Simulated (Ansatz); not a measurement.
Job for Ansatz (an electronic-structure program): R-B3LYP/def2-TZVPPD on HCl (SMILES Cl) with ghost functions, monomers drawn apart or pushed together. Files ending in .json are basis or fitting sets from the Basis Set Exchange.

Ansatz 0.2 input:
```yaml
crystal:
  periodic: [false, false, false]
  atoms:
    - {symbol: Cl, position_ang: [-0.42479100, 0.48822500, 0.35487020]}
    - {symbol: H, position_ang: [-1.11214659, 0.83490298, -0.67175917]}
basis:
  gaussian:
    orbitals: def2-TZVPPD.json
    ghost_atoms:
      - {symbol: C, position_ang: [0.09950168, -1.45365280, 4.65671522]}
      - {symbol: O, position_ang: [1.04866297, -0.47208988, 4.30278881]}
      - {symbol: C, position_ang: [0.80376276, 0.76650645, 4.93170979]}
      - {symbol: H, position_ang: [-0.91474054, -1.15114560, 4.36662614]}
      - {symbol: H, position_ang: [0.11152074, -1.64888948, 5.73714112]}
      - {symbol: H, position_ang: [0.36230172, -2.36710074, 4.12567859]}
      - {symbol: H, position_ang: [-0.17907027, 1.16791534, 4.65376714]}
      - {symbol: H, position_ang: [1.57590685, 1.45856336, 4.59959100]}
      - {symbol: H, position_ang: [0.84841566, 0.67448365, 6.02492419]}
hamiltonian:
  xc: {name: B3LYP}
scf: {lower_state_search: off}
```

Program output:

```
WARN ansatz: RAYON_NUM_THREADS=1 ignored (pool sized by the plan → 1); use --threads N
Functional definition: B3LYP
these checks for a lower state are left out or cut short: stability, starts, cluster_reference, orbital_swaps, neighbouring_geometries, increment
integrals: 0.20 GiB planned
1199 factors; their error is unknown
mean field: 1.64 GiB planned
mean field evaluation 1: about -12539.7427 eV, gradient 1.0e1 eV
mean field evaluation 2: about -12539.7809 eV, gradient 1.1e1 eV
mean field evaluation 4: about -12540.0082 eV, gradient 3.4e-1 eV
mean field evaluation 8: about -12540.0343 eV, gradient 8.4e-4 eV
mean field -12540.03434522 eV, -460.8377622461 hartree, gradient 2.9e-6 eV, S^2 0.000000; 0 other end points of the search recorded, 0 dependent functions left out
reference -12540.03455834 eV, -460.8377700781 hartree; 9, 9 occupied and 275, 275 virtual orbitals, 1199 factors
Total energy: -12540.03455834 eV, -460.8377700781 hartree
Checks for a lower state left out: stability, starts, cluster_reference, orbital_swaps, neighbouring_geometries, increment
```

The run converged.

Cost: around 5 core-seconds (rough).
